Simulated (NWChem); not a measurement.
## One site exchanged: Br, H, F, Cl

Each species was optimised at PBE0/def2-SVP with NWChem, gas phase unless a solvent is named. All stand in one matching conformer (torsions within 35°), which need not be the lowest. This build's default masses of Se (78.918 u) and Br (79.917 u) are each other's, which moves their modes by up to 0.6 %.

A: C=C(Br)C(F)F (C3H3BrF2)
B: C=CC(F)F (C$_{3}$H$_{4}$F$_{2}$)
C: FC(=C)C(F)F (C3H3F3)
D: C(F)(C(=C)Cl)F (C$_{3}$H$_{3}$ClF$_{2}$)

```
quantity                                                         A (Br)  B (H)  C (F)  D (Cl)
---------------------------------------------------------------  ------  -----  -----  ------
Pauling electronegativity of the site (pymatgen's table)           2.96   2.20   3.98    3.16
electrons in the molecule                                            74     40     48      56
dipole (D), PBE0/def2-SVP                                          1.58   1.99   1.47    1.56
orbital gap (eV), PBE0/def2-SVP                                    6.99   7.98   7.83    7.23
highest harmonic frequency (cm⁻¹), PBE0/def2-SVP                   3300   3284   3322    3307
static polarisability, PBE/def2-SVPD (bohr³)                       62.7   41.4   42.0    55.1
lowest singlet excitation, PBE/def2-SVPD, TDA (eV)                 5.45   6.59   6.92    6.02
SMD solvation free energy in water, PBE0/def2-SVP (kcal/mol)       -0.2   -0.1    0.5     0.2
SMD solvation free energy in n-hexane, PBE0/def2-SVP (kcal/mol)    -3.3   -2.3   -1.7    -2.6
```

“Dipole (D), PBE0/def2-SVP” runs from 1.47 in C (F) to 1.99 in B (H), falling in step with the site's electronegativity. “Orbital gap (eV), PBE0/def2-SVP” runs from 6.99 in A (Br) to 7.98 in B (H), falling in step with the number of electrons. “Highest harmonic frequency (cm⁻¹), PBE0/def2-SVP” runs from 3284 in B (H) to 3322 in C (F), rising in step with the site's electronegativity. “Static polarisability, PBE/def2-SVPD (bohr³)” runs from 41.4 in B (H) to 62.7 in A (Br), rising in step with the number of electrons. “Lowest singlet excitation, PBE/def2-SVPD, TDA (eV)” runs from 5.45 in A (Br) to 6.92 in C (F), in no step with either the site's electronegativity or the electron count. “SMD solvation free energy in n-hexane, PBE0/def2-SVP (kcal/mol)” runs from -3.3 in A (Br) to -1.7 in C (F), in no step with either the site's electronegativity or the electron count. The order by orbital gap (eV) is neither the same as nor the reverse of the order by lowest singlet excitation.

These are trends among computed rows of three or four species; they are not measurements.
